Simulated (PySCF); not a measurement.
I₃Sn (SMILES [I][Sn-]([I])[I]), charge -1, singlet, geometry from GFN2-xTB (such geometries of metal compounds can be far from the true shape) (core potentials on I, Sn); M062X/def2-SV(P) in PySCF.

PySCF was given this input:
```python
from pyscf import gto, scf, dft

mol = gto.M(
    atom='''
Sn   -0.011992   -0.009554    0.940128
I    -1.993565   -1.586267   -0.337265
I    -0.374094    2.527614   -0.274801
I     2.378972   -0.932333   -0.274846
''',
    basis='def2-sv(p)',
    ecp={'I': 'def2-sv(p)', 'Sn': 'def2-sv(p)'},
    charge=-1,
    spin=0,
    verbose=4,
)

mf = dft.RKS(mol)
mf.xc = 'm062x'
mf.kernel()
```

The log (banner, timings and long lists left out):

```
PySCF version 2.14.0

[INPUT] verbose = 4
[INPUT] num. atoms = 4
[INPUT] num. electrons = 98
[INPUT] charge = -1
[INPUT] spin (= nelec alpha-beta = 2S) = 0
[INPUT] symmetry False subgroup None
[INPUT] Mole.unit = angstrom
[INPUT] Symbol           X                Y                Z      unit          X                Y                Z       unit  Magmom
[INPUT]  1 Sn    -0.011992000000  -0.009554000000   0.940128000000 AA   -0.022661595686  -0.018054443394   1.776584442035 Bohr   0.0
[INPUT]  2 I     -1.993565000000  -1.586267000000  -0.337265000000 AA   -3.767291861519  -2.997610190435  -0.637338481401 Bohr   0.0
[INPUT]  3 I     -0.374094000000   2.527614000000  -0.274801000000 AA   -0.706935204843   4.776498208616  -0.519298628757 Bohr   0.0
[INPUT]  4 I      2.378972000000  -0.932333000000  -0.274846000000 AA    4.495605538009  -1.761854026894  -0.519383666432 Bohr   0.0

nuclear repulsion = 532.249249238455
number of shells = 40
number of NR pGTOs = 244
number of NR cGTOs = 104
basis = def2-sv(p)
ecp = {'I': 'def2-sv(p)', 'Sn': 'def2-sv(p)'}

******** <class 'pyscf.dft.rks.RKS'> ********
method = RKS
initial guess = minao
damping factor = 0
level_shift factor = 0
DIIS = <class 'pyscf.scf.diis.CDIIS'>
diis_start_cycle = 1
diis_space = 8
diis_damp = 0
SCF conv_tol = 1e-09
SCF conv_tol_grad = None
SCF max_cycles = 50
direct_scf = True
direct_scf_tol = 1e-13
XC library pyscf.dft.libxc version 7.1.2
    S. Lehtola, C. Steigemann, M. J. T. Oliveira, and M. A. L. Marques,  SoftwareX 7, 1–5 (2018)
XC functionals = m062x
    Y. Zhao and D. G. Truhlar,  Theor. Chem. Acc. 120, 215 (2008)
    Y. Zhao and D. G. Truhlar,  Theor. Chem. Acc. 120, 215 (2008)
radial grids:
    Treutler-Ahlrichs [JCP 102, 346 (1995); DOI:10.1063/1.469408] (M4) radial grids

becke partition: Becke, JCP 88, 2547 (1988); DOI:10.1063/1.454033
pruning grids: <function nwchem_prune>
grids dens level: 3
symmetrized grids: False
atomic radii adjust function: <function treutler_atomic_radii_adjust>
small_rho_cutoff = 0
Set gradient conv threshold to 3.16228e-05
Initial guess from minao.
tot grids = 87832
init E= -988.30860478112
  HOMO = -1.86749194800945  LUMO = -1.63504970696519  gap/eV = 6.32508
cycle= 1 E= -1103.42490851872  delta_E= -115  |g|= 4.64  |ddm|= 15.7
  HOMO = 0.165458693372332  LUMO = 0.26999549334138  gap/eV = 2.84459
cycle= 2 E= -1105.80097800369  delta_E= -2.38  |g|= 2.85  |ddm|= 12.4
  HOMO = -0.0969609430994698  LUMO = 0.0953840567626756  gap/eV = 5.23397
cycle= 3 E= -1107.35223770049  delta_E= -1.55  |g|= 0.256  |ddm|= 4.27
  HOMO = -0.119155543999447  LUMO = 0.110053213097506  gap/eV = 6.23709
cycle= 4 E= -1107.37267939767  delta_E= -0.0204  |g|= 0.115  |ddm|= 0.703
  HOMO = -0.117087489291521  LUMO = 0.116171391772964  gap/eV = 6.34730
cycle= 5 E= -1107.37716544442  delta_E= -0.00449  |g|= 0.0251  |ddm|= 0.189
  HOMO = -0.121763803855377  LUMO = 0.110481370762486  gap/eV = 6.31971
cycle= 6 E= -1107.37741974138  delta_E= -0.000254  |g|= 0.0096  |ddm|= 0.0608
  HOMO = -0.12184106080386  LUMO = 0.11129427100877  gap/eV = 6.34394
cycle= 7 E= -1107.37746637133  delta_E= -4.66e-05  |g|= 0.00233  |ddm|= 0.0227
  HOMO = -0.121876278490441  LUMO = 0.111232146489218  gap/eV = 6.34320
cycle= 8 E= -1107.37746970159  delta_E= -3.33e-06  |g|= 0.000513  |ddm|= 0.00696
  HOMO = -0.121867918264387  LUMO = 0.111274594330155  gap/eV = 6.34413
cycle= 9 E= -1107.37746990604  delta_E= -2.04e-07  |g|= 0.000126  |ddm|= 0.00202
  HOMO = -0.121877948000404  LUMO = 0.111268115290699  gap/eV = 6.34423
cycle= 10 E= -1107.37746992452  delta_E= -1.85e-08  |g|= 1.5e-05  |ddm|= 0.000733
  HOMO = -0.121878070671552  LUMO = 0.111268498300849  gap/eV = 6.34424
cycle= 11 E= -1107.37746992486  delta_E= -3.36e-10  |g|= 2.49e-06  |ddm|= 0.000118
  HOMO = -0.121877827972863  LUMO = 0.111268444280083  gap/eV = 6.34423
Extra cycle  E= -1107.37746992486  delta_E= -9.32e-12  |g|= 1.18e-06  |ddm|= 1.38e-05
converged SCF energy = -1107.37746992486
```
